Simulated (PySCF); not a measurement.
# What a mistake does to a calculation on C2H7NSi

Calculated results; nothing here was measured. They come from PySCF 2.14.0, an open-source quantum chemistry program, on an isolated molecule that a program drew, which may never have been made. The molecule is C2H7NSi (charge 0, singlet), drawn as the SMILES string `C=[Si](C)N`.

Each row is a Hartree-Fock (HF) and frozen-core CCSD(T) single point in the cc-pV(D+d)Z basis, meant for a local HF minimum. Run 1 is clean. Each other run has one planted mistake out of seven kinds, and not every kind appears here: one electron removed, one electron added, multiplicity raised by two, geometry at a saddle point, minimal basis STO-3G, one bond length entered in bohr, all coordinates scaled. The reference is restricted for singlets and unrestricted otherwise, and also for a bond in bohr. Adding or removing an electron swaps singlet and doublet. Electrons count all cores. HOMO and LUMO are orbital energies over both spins, the gradient is its largest component, and the lowest frequency (negative if imaginary) is given only where the gradient is small. Bond lengths are over the 10 bonds as drawn. T1 is the CCSD diagnostic: over 0.02 (restricted) or 0.045 (unrestricted) a single reference is doubtful.

Geometry of the clean run:
```xyz
11
C2H7NSi, angstrom
C    -1.5976   -0.0572   -0.3565
Si   -0.7960   -1.2212    0.5650
C    -1.6062   -2.7010    1.3596
N     0.8632   -1.2194    0.9056
H    -1.1120    0.7981   -0.8121
H    -2.6659   -0.1364   -0.5254
H    -2.6757   -2.7065    1.1433
H    -1.1733   -3.6323    0.9841
H    -1.4735   -2.6837    2.4448
H     1.3178   -1.9192    1.4556
H     1.4930   -0.5146    0.5778
```

| run | electrons | basis functions | <S^2> | HOMO (eV) | LUMO (eV) | gradient (hartree/bohr) | lowest frequency (cm^-1) | mean bond (Å) | longest bond (Å) | T1 | HF (hartree) | CCSD(T) (hartree) | mistake |
|---|---|---|---|---|---|---|---|---|---|---|---|---|---|
| 1 | 40 | 100 | 0.000 | -7.53 | 4.23 | 1.5e-05 | 102 | 1.2692 | 1.865 | 0.0119 | -423.18764 | -423.80392 | no fault |
| 2 | 40 | 100 | 0.000 | -7.74 | 4.62 | 8.9e-02 | - | 1.1601 | 1.704 | 0.0097 | -423.08499 | -423.68116 | all coordinates scaled |
| 3 | 40 | 100 | 1.059 | -7.27 | 1.66 | 3.6e-02 | - | 1.4351 | 3.524 | 0.0297 | -423.06957 | -423.65755 | ? |
| 4 | 39 | 100 | 0.759 | -16.71 | -4.99 | 7.5e-02 | - | 1.2692 | 1.865 | 0.0166 | -422.96644 | -423.54130 | ? |

**Which mistake was planted in run 3, and what did it cost?**

The mean bond changes by a factor of 1.131 and the longest by 1.890, so the molecule wasn't scaled as a whole. A length L in bohr read as angstrom grows by (1/0.5292 - 1) L = 0.890 L. The 10 bonds together grew by 10 x 0.1659 = 1.659 Å, which gives L = 1.865 Å. That is bond Si2-C3, 1.865 Å in the clean geometry. So the mistake is: one bond length entered in bohr. Subtracting run 1 and multiplying by 627.51 kcal/mol a hartree, the energy moved by 74.1 kcal/mol in HF and 91.8 kcal/mol in CCSD(T).

**Which mistake was planted in run 4, and what did it cost?**

It counts 39 electrons, one fewer than the clean run, at the same geometry and basis. So the mistake is: one electron removed. Subtracting run 1 and multiplying by 627.51 kcal/mol a hartree, the energy moved by 138.8 kcal/mol in HF and 164.8 kcal/mol in CCSD(T).

